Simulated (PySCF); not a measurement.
## A ladder of Hamiltonians for Fe(16+) (iron, charge +16)

Occupied: 1s1/2, 2s1/2, 2p1/2, 2p3/2. Hartree-Fock calculated with PySCF 2.14 in an even-tempered Gaussian basis (20 s from 1.1 bohr⁻², ratio 2.3; 14 p from 1.3 bohr⁻², ratio 2.3), Gaussian nucleus throughout. NR is non-relativistic, sf-X2C the spin-free one-electron X2C Hamiltonian, X2C adds the bare one-electron spin-orbit term, X2C-SNSO screens it by Boettger's factors, DC is four-component Dirac-Coulomb, and the Gaunt term is added at first order (total energies over the DC spinors, levels after relaxing the spinors in that mean field). QED terms are absent. Levels marked empty are virtual spinors of this ion.

```tsv
Hamiltonian	E (hartree)	E − E(DC) (hartree)	CPU seconds
NR	-1139.6721	8.7531	0.6
sf-X2C	-1148.2436	0.1815	0.28
X2C	-1148.2657	0.1594	0.36
X2C-SNSO	-1148.2624	0.1627	0.36
DC	-1148.4252	0.0000	24
DC+Gaunt	-1147.9493	0.4759	46
```

Question: Give the 3p spin-orbit interval with each Hamiltonian that has one.

Answer: X2C 2.900; X2C-SNSO 2.675; DC 2.654; DC+Gaunt 2.579 (eV).

| level (eV) | NR | sf-X2C | X2C | X2C-SNSO | DC | DC+Gaunt |
| --- | --- | --- | --- | --- | --- | --- |
| 1s1/2 | -7659.2 | -7724.1 | -7724.0 | -7724.0 | -7727.3 | -7719.4 |
| 2s1/2 | -1382.2 | -1397.5 | -1397.4 | -1397.4 | -1397.8 | -1397.1 |
| 2p1/2 | -1264.4 | -1268.2 | -1277.8 | -1277.1 | -1277.1 | -1276.0 |
| 2p3/2 | -1264.4 | -1268.2 | -1263.5 | -1263.8 | -1264.0 | -1263.3 |
| 3s1/2 (empty) | -484.96 | -488.73 | -488.73 | -488.73 | -488.79 | -488.65 |
| 3p1/2 (empty) | -451.16 | -452.49 | -454.44 | -454.29 | -454.30 | -454.07 |
| 3p3/2 (empty) | -451.16 | -452.49 | -451.54 | -451.61 | -451.64 | -451.49 |

Weight of the small component: 1s1/2 0.00876, 2s1/2 0.00167, 2p1/2 0.00163, 2p3/2 0.00161, 3s1/2 0.000522, 3p1/2 0.000504, 3p3/2 0.000500.

Koopmans' value for the highest occupied level at DC+Gaunt: 1263.3 eV, against an ionisation energy of 1262.7 ± 0.7 eV (semi-empirical (NIST evaluation); NIST Atomic Spectra Database, ionization energies); the former lacks relaxation, correlation, QED and recoil.

The whole ladder took 78 s of wall time on 1 thread of Intel(R) Xeon(R) Platinum 8175M CPU @ 2.50GHz (shared host), launched as `OMP_NUM_THREADS=1 python relrun2.py TASK.json OUT` (a driver that calls PySCF for each Hamiltonian).
